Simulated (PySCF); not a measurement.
Species: cubane, C8H8.
Bonds: C1–C2, C2–C3, C3–C4, C4–C5, C5–C6, C6–C7, C7–C8, C1–C4, C5–C8, C1–C6, C2–C7, C3–C8. Hydrogens: H9 on C1; H10 on C2; H11 on C3; H12 on C4; H13 on C5; H14 on C6; H15 on C7; H16 on C8.

Method: PBE0-D3(BJ)/def2-SVP geometry optimisation, gas phase (PySCF 2.14.0).

(1) What internal coordinates does the optimisation give?

## Answers

(1) 
```tsv
bond	length (Å)
C1–C2 and 11 like bonds	1.559
C1–H9 and 7 like bonds	1.098
```

Bonds in one row agree within 0.01 Å and their mean is given. A selection of angles:
```tsv
angle	degrees
C2–C1–C4	90.0
C2–C1–H9	125.3
```

Torsions: C4–C1–C2–C3 0° (synperiplanar); C1–C2–C3–C4 0° (synperiplanar); C2–C3–C4–C5 -90°; C3–C4–C5–C6 90°; C4–C5–C6–C7 -90°; C5–C6–C7–C8 0° (synperiplanar); C6–C7–C8–C5 0° (synperiplanar); C2–C1–C4–C3 0° (synperiplanar); C4–C5–C8–C7 90°; C2–C1–C6–C5 -90°; C1–C2–C7–C6 0° (synperiplanar); C2–C3–C8–C7 0° (synperiplanar).

All internal angles of the 4-membered ring C1–C2–C7–C6 are 90.0°; it is planar, 0.00 Å rms from its mean plane, widest ring torsion 0°. All internal angles of the 4-membered ring C1–C2–C3–C4 are 90.0° (sum 360°, against 360° for a flat polygon); it is planar, 0.00 Å rms from its mean plane, widest ring torsion 0°. All internal angles of the 4-membered ring C2–C3–C8–C7 are 90.0° (sum 360°, against 360° for a flat polygon); it is planar, 0.00 Å rms from its mean plane, widest ring torsion 0°. All internal angles of the 4-membered ring C1–C4–C5–C6 are 90.0°; it is planar, 0.00 Å rms from its mean plane, widest ring torsion 0°. All internal angles of the 4-membered ring C5–C6–C7–C8 are 90.0° (sum 360°, against 360° for a flat polygon); it is planar, 0.00 Å rms from its mean plane, widest ring torsion 0°. All internal angles of the 4-membered ring C3–C4–C5–C8 are 90.0°; it is planar, 0.00 Å rms from its mean plane, widest ring torsion 0°. All 12 C–C bonds measure 1.559 to 1.560 Å.

Point group: Oh (every atom within 0.08 Å of its image). Stationary, but not proved a minimum.

On one thread of an x86-64 server, on a shared host, this took 37 s of wall time. This is the geometry optimisation.
